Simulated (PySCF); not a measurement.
C3H8BeSe, SMILES [CH](C)([Be][SeH])C. Atoms are numbered in the order given.

```xyz
13

Be    -0.2777    -0.1345     0.0365
C     -1.5500    -1.0435    -0.6077
C     -1.1236    -2.4692    -1.0077
C     -2.2605    -0.3332    -1.7761
H     -2.2886    -1.1400     0.2166
H     -1.9846    -3.0622    -1.3669
H     -0.3821    -2.4556    -1.8256
H     -0.6718    -3.0225    -0.1673
H     -2.6340     0.6655    -1.4941
H     -3.1260    -0.9182    -2.1375
H     -1.5846    -0.1974    -2.6385
Se     1.2592     0.9618     0.8091
H      0.5740     1.0420     2.1063
```
Charge 0, spin multiplicity 1.

The structure is a stationary point at ωB97X-D3(BJ)/def2-SVP. The values are those of a single conformer.

Computed with HF/pcSseg-1 in PySCF.

GIAO shieldings, no solvent; atoms alike by connectivity are averaged. δ = σ(ref) − σ: ¹³C against TMS (σ = 192.6 ppm); ¹H against TMS (σ = 31.99 ppm); ⁷⁷Se against Me2Se (σ = 1942.8 ppm), references at their B3LYP-D3(BJ)/def2-TZVP geometries, non-relativistic.

```csv
nucleus,atoms,count,δ (ppm)
¹³C,"C3, C4",2,20.5
¹³C,C2,1,11.4
¹H,"H6, H7, H8, H9, H10, H11",6,1.39
¹H,H13,1,0.57
¹H,H5,1,0.12
⁷⁷Se,Se12,1,-380.3
```
